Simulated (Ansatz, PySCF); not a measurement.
Species: GeH$_{4}$, charge -1, multiplicity 2. 
Geometry from a B3LYP-D3(BJ)/def2-TZVP (Ansatz, an electronic-structure program) optimisation:
```xyz
5

Ge     0.0149    -0.0017    -0.0432
H     -1.1285    -1.2108    -0.6105
H      0.4552    -0.8393     1.2357
H     -1.0984     0.9141     0.6297
H      1.2946     1.1915     0.1287
```
Charge -1, spin multiplicity 2.

Total electronic energies in hartree. Valence correlation only, unless marked. Open shells are spin-unrestricted. Spin-orbit coupling is left out. The frozen core is the preceding noble-gas configuration, with the filled d and f shells of earlier blocks. No relativistic terms. CBS(X,Y): correlation extrapolated as X^-3; Hartree-Fock from the larger set. The bracket is a focal-point correction in the basis named.

```
level                                                                 program  energy (Eh)
-------------------------------------------------------------  --------------  -----------
PBE-D4/def2-TZVPD                                              Ansatz + dftd4  -2079.01878
B97M-V/def2-TZVPD                                                      Ansatz  -2078.95878
B3LYP-D3(BJ)/def2-TZVPD                                        Ansatz + dftd3  -2079.40126
TPSSh/def2-TZVPD                                                        PySCF  -2079.31421
HSE06-D3(BJ)/def2-TZVPD                                        Ansatz + dftd3  -2079.07177
CAM-B3LYP-D3(BJ)/def2-TZVPD                                    Ansatz + dftd3  -2079.45852
wB97M-V/def2-TZVPD                                                     Ansatz  -2079.19801
B2PLYP-D3(BJ)/def2-TZVPD                                       Ansatz + dftd3  -2078.91204
B2PLYP-D4/def2-TZVPD                                           Ansatz + dftd4  -2078.91261
MP2/aug-cc-pVDZ                                                        Ansatz  -2077.70477
RI-MP2/cc-pVTZ                                                         Ansatz  -2077.79221
CCSDT/cc-pVDZ                                                          Ansatz  -2077.71856
RI-MP2/CBS(aug-cc-pVTZ,aug-cc-pVQZ)+[CCSD(T)-MP2]/aug-cc-pVTZ          Ansatz   -2077.8593
RI-MP2/CBS(def2-TZVPPD,def2-QZVPPD)+[CCSD(T)-MP2]/def2-QZVPPD          Ansatz   -2077.8553
CCSD(T)/CBS(def2-TZVPPD,def2-QZVPPD)                                   Ansatz   -2077.8542
```

Totals of different functionals don't rank their quality; only differences between species are comparable.
